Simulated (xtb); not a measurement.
xtb input:

```bash
xtb mol.xyz --gfn 2 --ohess tight --chrg -1 --uhf 0
```
mol.xyz:
```
17

C      2.39482192     0.01199231    -0.46817455
C      0.87144472     0.33666971    -0.57888889
C      0.12797443    -0.23251747     0.60953075
C     -1.35524858     0.10385230     0.56016683
C     -1.86330522     1.05993837     1.43072200
C     -2.16874469    -0.61066690    -0.42983617
H      2.83044694     0.48029648     0.47438805
H      2.92752147     0.43096562    -1.29915564
H      2.52975941    -1.02302064    -0.40904975
H      0.50555222    -0.08814128    -1.50544833
H      0.79665932     1.46937317    -0.67973874
H      0.26839302    -1.32505650     0.70096234
H      0.59866371     0.17390868     1.57385625
H     -1.28648852     1.59129782     2.13636806
H     -3.22899486    -0.39628739    -0.33326184
H     -2.04449045    -1.65941784    -0.27099300
H     -1.86108953    -0.32694121    -1.42375572
```

**Question.** Predict the final energy.

**Answer.** -18.51347 Eh (GFN2-xTB).

It need not be the lowest isomer of its formula. Whether it binds its extra electron was not tested at this geometry.
